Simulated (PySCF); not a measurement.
C₄H₆ClF, SMILES C[C@]1(F)C[C@H]1Cl.

Geometry optimised at B3LYP-D3(BJ)/def2-SVP. The structure was generated by enumeration; whether it is a known compound was not checked.

These are TDA-PBE/def2-SVPD run with PySCF 2.14.0 values and carry that method's errors.

Vertical excitations. The molecule is in vacuum.

| state | energy (eV) | λ (nm) | f | main pairs |
|---|---|---|---|---|
| S1 | 6.05 | 205 | 0.008 | HOMO→LUMO 96 % |
| S2 | 6.32 | 196 | 0.014 | HOMO−1→LUMO 91 % |
| S3 | 6.42 | 193 | 0.009 | HOMO→LUMO+1 93 % |
| S4 | 6.74 | 184 | 0.009 | HOMO−1→LUMO+1 98 % |
| S5 | 7.25 | 171 | 0.021 | HOMO→LUMO+2 79 %, HOMO−2→LUMO 19 % |
| S6 | 7.30 | 170 | 0.014 | HOMO−2→LUMO 75 %, HOMO→LUMO+2 19 % |
| S7 | 7.38 | 168 | 0.019 | HOMO→LUMO+3 97 % |
| S8 | 7.59 | 163 | 0.006 | HOMO−1→LUMO+2 93 % |
| S9 | 7.68 | 161 | 0.011 | HOMO−2→LUMO+1 78 % |
| S10 | 7.70 | 161 | 0.044 | HOMO→LUMO+4 82 % |
| T1 | 5.49 | 226 | 0 | HOMO→LUMO 99 % |
| T2 | 5.87 | 211 | 0 | HOMO−1→LUMO 98 % |
| T3 | 6.30 | 197 | 0 | HOMO→LUMO+1 99 % |
| T4 | 6.61 | 187 | 0 | HOMO−1→LUMO+1 96 % |
Triplets are in the Tamm–Dancoff approximation.
